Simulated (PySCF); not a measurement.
Species: C7H8FN.
SMILES: `C#C[C@@H]1C[C@H](F)CC=N1`

The closed-shell SCF was solved with PySCF and density fitting under several settings on one GFN2-xTB geometry (grid level 2 and gas phase unless stated).

```
                                settings  basis functions  SCF cycles     E (Eh)  HOMO (eV)  LUMO (eV)  dipole (D)
                           PBE0/pcSseg-1              193          14  -425.5285      -7.37      -0.38        0.87
                          PBE0/def2-SVPD              247          14  -425.2889      -7.41      -0.48        0.88
                 LDA/3-21G, grid level 4               97          15  -420.1679      -5.24      -1.08        0.80
PBE0/pcSseg-1, energy threshold 1e-07 Eh              193           9  -425.5285      -7.37      -0.38        0.87
                            PBE0/cc-pVDZ              166          14  -425.5998      -7.17      -0.15        0.83
                          X3LYP/pcSseg-1              193          15  -425.8352      -7.17      -0.50        0.84
      KT2/pcSseg-1, IEF-PCM acetonitrile              193          17  -433.0587      -6.12      -1.32        1.39
      CAM-B3LYP/6-31G*, IEF-PCM methanol              142          14  -425.8501      -8.49       1.41        1.30
```

Estimate the row for these settings: WP04/pcSseg-1.

```tsv
settings	basis functions	SCF cycles	E (Eh)	HOMO (eV)	LUMO (eV)	dipole (D)
WP04/pcSseg-1	193	15	-435.6596	-8.51	-2.58	0.80
```

Over all rows, what range does the HOMO–LUMO gap span?

From 4.16 eV (LDA/3-21G, grid level 4) to 9.90 eV (CAM-B3LYP/6-31G*, IEF-PCM methanol). The functional of the narrowest has no exact exchange, that of the widest range-separated exact exchange.

And the dipole moment?

From 0.80 D to 1.39 D; the largest is 1.74 times the smallest, and the median is 0.87 D.

Compare two rows with the functional PBE0: PBE0/pcSseg-1 and PBE0/cc-pVDZ. Which energy is lower, and by how much?

PBE0/cc-pVDZ (166 functions) lies 0.0713 Eh or 45 kcal/mol below PBE0/pcSseg-1 (193 functions). The smaller set gives the lower energy; the two sets aren't nested, so the variational bound doesn't order them by size.

Cycle counts include a coarse-grid stage where the run had one. All basis functions are spherical, in the Pople sets too. KT2 and WP04 were designed for NMR shieldings or shifts; total energies of different functionals aren't comparable. The structure is a single GFN2-xTB conformer; no vibrational corrections.
